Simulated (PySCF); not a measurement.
C₂H₃O (SMILES C=C=[OH+]), charge +1, singlet, at a GFN2-xTB geometry. Base run: CCSD/def2-SV(P) (PySCF).

The PySCF input:
```python
from pyscf import gto, scf, cc

mol = gto.Mole()
mol.atom = '''
    C    -0.01166182   -0.08945283   -1.26513497
    C    -0.00757544   -0.00008331   -0.00740794
    H     0.04865840    0.76815996   -1.92812251
    H    -0.05703832   -1.03326988   -1.79977604
    O     0.10024135    0.07934483    1.19620992
    H    -0.67812734    0.16756814    1.79347667
'''
mol.basis = 'def2-sv(p)'
mol.charge = 1
mol.verbose = 4
mol.build()

mf = scf.RHF(mol)
mf.kernel()

mycc = cc.CCSD(mf)
mycc.kernel()
print('E(CCSD) = %.10f' % mycc.e_tot)
mf.analyze()
```

Each row names what was changed in the base input (with any setting that the change needs).

| change | ΔE vs base (mEh) | MP2 correlation (Eh) | CC correlation without the perturbative part (Eh) | basis functions |
|---|---|---|---|---|
| base | 0.000 | -0.41578 | -0.43987 | 48 |
| cc.direct = True | 0.000 | -0.41578 | -0.43987 | 48 |
| cart = on | … | … | … | … |
| cc.conv_tol = 1e-9 | 0.000 | -0.41578 | -0.43987 | 48 |
| frozen = 4 | 70.370 | -0.34719 | -0.36950 | 48 |
| density fitting = JK and correlation | -0.058 | -0.41583 | -0.44002 | 48 |
| cc.diis_space = 3 | 0.000 | -0.41578 | -0.43987 | 48 |
| frozen = 3 | … | … | … | 48 |
| method = mp2 | … | -0.41578 | - | 48 |
| cc.conv_tol = 1e-5 | 0.000 | -0.41578 | -0.43987 | 48 |

Problem. Complete the blanks.

Solution. 
- cart = on, ΔE vs base (mEh): -23.984
- cart = on, MP2 correlation (Eh): -0.42971
- cart = on, CC correlation without the perturbative part (Eh): -0.45376
- cart = on, basis functions: 51
- frozen = 3, ΔE vs base (mEh): 7.196
- frozen = 3, MP2 correlation (Eh): -0.40799
- frozen = 3, CC correlation without the perturbative part (Eh): -0.43268
- method = mp2, ΔE vs base (mEh): 24.092
